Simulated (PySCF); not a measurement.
Simulated absorption spectrum

Species: C5H10O2Si.
Geometry (GFN2-xTB, Å), atoms numbered from 1 in this order:
```xyz
18
C5H10O2Si angstrom
Si     2.671   -0.267    0.667
O      1.667    0.254   -0.489
C      0.953   -0.459   -1.450
C     -0.323    0.297   -1.812
C     -1.280    0.318   -0.680
C     -1.380   -0.104    0.585
C     -2.752    0.510    0.618
O     -2.536    0.908   -0.754
H      2.931    0.996    1.335
H      3.870   -0.894    0.102
H      2.023   -1.265    1.525
H      0.697   -1.458   -1.078
H      1.579   -0.576   -2.344
H     -0.798   -0.168   -2.680
H     -0.069    1.327   -2.081
H     -0.775   -0.621    1.295
H     -2.888    1.377    1.262
H     -3.599   -0.170    0.703
```

Level of theory: TDDFT wB97X-D/def2-SVPD, vertical, gas phase, core orbitals frozen in the response (PySCF).

Each state is given a Gaussian of 0.3 eV full width at half maximum, with ε(max) = 2.175×10⁸ f / Δν̃ (Δν̃ the width in cm⁻¹). The width is an assumption, not a result. The curve ends short of the highest state used, and states not computed would add to its high-energy end.

| λ (nm) | ε (L mol⁻¹ cm⁻¹) |
| --- | --- |
| 170.9 | 259 |
| 172.4 | 265 |
| 173.9 | 281 |
| 175.4 | 275 |
| 176.8 | 252 |
| 178.3 | 244 |
| 179.8 | 326 |
| 181.3 | 652 |
| 182.8 | 1509 |
| 184.2 | 3115 |
| 185.7 | 5873 |
| 187.2 | 9345 |
| 188.7 | 12515 |
| 190.1 | 14126 |
| 191.6 | 13752 |
| 193.1 | 11465 |
| 194.6 | 8242 |
| 196.1 | 5144 |
| 197.5 | 2932 |
| 199.0 | 1417 |
| 200.5 | 606 |
| 202.0 | 230 |
| 203.4 | 84 |
| 204.9 | 26 |

**Question.** Where are the band maxima, and which computed states make them?

**Answer.** 191 nm (6.51 eV), ε about 14000, made up of S1 (85%) and S2 (15%); 174 nm (7.11 eV), ε about 280, made up of S4 (84%) and S5 (11%) (ε in L mol⁻¹ cm⁻¹; maxima over ε = 5, shares over 10%). At its high-energy end, 7.25 eV, the curve is still rising (ε about 260, from S4, S5 and S6). The states used: S1 6.50 eV (f 0.135); S2 6.53 eV (f 0.024); S3 6.81 eV (f 0.0016); S4 7.09 eV (f 0.0027); S5 7.28 eV (f 0.0008); S6 7.49 eV (f 0.0050); S7 7.77 eV (f 0.0031); S8 7.85 eV (f 0.027).

**Question.** What would ε be at 6.51 eV, the highest of these maxima, with half the width (0.15 eV)?

**Answer.** About 28100 L mol⁻¹ cm⁻¹ against 14200, a factor of about 1.97; a lone state at its own centre would give exactly 2.

**Question.** On this curve, what absorbance would a 10⁻³ mol/L sample give at 193 nm over a 1 cm path?

**Answer.** 193 nm is 6.424 eV, where ε is about 12000 L mol⁻¹ cm⁻¹, so A = ε c l ≈ 12 (Beer–Lambert, with the gas-phase spectrum and the assumed width).

**Question.** Does any computed singlet lie in the visible range?

**Answer.** No computed singlet lies in the visible range (380 to 750 nm); the lowest, at 191 nm, stands 3.24 eV above its violet end (3.26 eV).

One conformer stands for the species.
